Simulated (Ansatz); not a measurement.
Basis-set extrapolation for C2H4AlFS (PBE0-D4/def2-TZVP geometry, frozen core, Ansatz 0.2.0). Multiplicity 1, RHF reference.

|  | def2-TZVPP | def2-QZVPP |
| --- | --- | --- |
| HF | -816.959258 | -816.985345 |
| MP2 correlation | -0.840619 | -0.907897 |
| CCSD(T) correlation | -0.914988 | not run |

Energies in hartree. Use E(X) = E(∞) + A·exp(−7.88·√X) for Hartree–Fock and E(X) = E(∞) + B·X^(−2.97) for correlation, with X = 3 and 4, and add CCSD(T) minus MP2 of the smaller set to the MP2 limit.

Problem. What is the CCSD(T) energy at the basis-set limit?

Solution. HF limit: -816.985345 + (-0.026087) × 0.13774 = -816.98894. MP2 limit: -0.907897 + (-0.067278) × 0.74074 = -0.95773. Higher-order term: -0.914988 − (-0.840619) = -0.07437. Total: -818.02104 hartree, 385.4 kJ/mol below CCSD(T)/def2-TZVPP.
